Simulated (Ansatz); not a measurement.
Two structures of GeNH5S, closed shell, reached by relaxing down either side of one saddle point (PBE0-D4/def2-TZVP). Energies are electronic, without zero-point energy. Program: Ansatz 0.2.0. Basis: def2-TZVPP and def2-QZVPP. Cores are frozen in the correlated methods. Filled d shells of the heavier atoms are correlated. The def2 sets are not built for correlating such inner shells, so the correlated values are less sure here. Extrapolation: Hartree–Fock as exp(−7.88 √X), correlation as X^−2.97. First:

```
8
angstrom
Ge 0.1968 0.0062 0.6484
S 2.1190 0.1313 -0.4501
N -1.1457 0.0865 -0.5987
H -1.2018 0.9628 -1.0988
H 0.0167 -1.3342 1.3785
H 0.2728 1.1757 1.6523
H 1.8039 -0.8720 -1.2857
H -2.0616 -0.1561 -0.2460
```

Second:

```json
{"atom": "Ge1", "x (Å)": "-0.4307", "y (Å)": "-0.1357", "z (Å)": "0.9912"}
{"atom": "S2", "x (Å)": "1.6710", "y (Å)": "0.4547", "z (Å)": "-1.0512"}
{"atom": "N3", "x (Å)": "-1.8475", "y (Å)": "-0.1905", "z (Å)": "0.0326"}
{"atom": "H4", "x (Å)": "0.5851", "y (Å)": "0.4401", "z (Å)": "-1.8421"}
{"atom": "H5", "x (Å)": "0.2975", "y (Å)": "-1.4579", "z (Å)": "1.2541"}
{"atom": "H6", "x (Å)": "0.1101", "y (Å)": "1.0127", "z (Å)": "1.8708"}
{"atom": "H7", "x (Å)": "1.9067", "y (Å)": "-0.8501", "z (Å)": "-1.2613"}
{"atom": "H8", "x (Å)": "-2.2923", "y (Å)": "0.7268", "z (Å)": "0.0058"}
```

**Question.** Which bonds change from the first to the second?

**Answer.** GeNH₅S ([NH2][GeH2][SH]) → GeNH₃ ([NH][GeH2]) + H₂S; bonds formed: S2–H4; bonds broken: Ge1–S2, N3–H4.

**Question.** Give the saddle point's structure and its height above each. (An estimate is asked for; the value comes from the calculation.)

**Answer.** By the calculation: 67.50 kcal/mol above the first and 7.28 kcal/mol above the second (CCSD(T) at an estimated basis limit (MP2 extrapolated from triple and quadruple zeta, plus CCSD(T) − MP2 in triple zeta)).
| atom | x (Å) | y (Å) | z (Å) |
| --- | --- | --- | --- |
| Ge1 | -0.2385 | -0.1031 | 0.9294 |
| S2 | 1.4482 | 0.4656 | -1.0515 |
| N3 | -1.4347 | -0.0780 | -0.3360 |
| H4 | 0.0302 | 0.2595 | -1.2601 |
| H5 | 0.4306 | -1.4412 | 1.2695 |
| H6 | 0.0370 | 0.9621 | 2.0138 |
| H7 | 1.7342 | -0.8281 | -1.2729 |
| H8 | -2.0071 | 0.7634 | -0.2923 |

The T1 diagnostic stays at or below 0.018.

Labels in which every atom is bracketed show which atoms are joined, not bond orders.

For scale, one of the runs: CCSD(T)/def2-TZVPP, 191 basis functions (an equivalent command: `ansatz run in.yaml --threads 4`). Hardware: 4 CPU threads, shared host. Wall time 48 s; peak host memory 2 GiB.
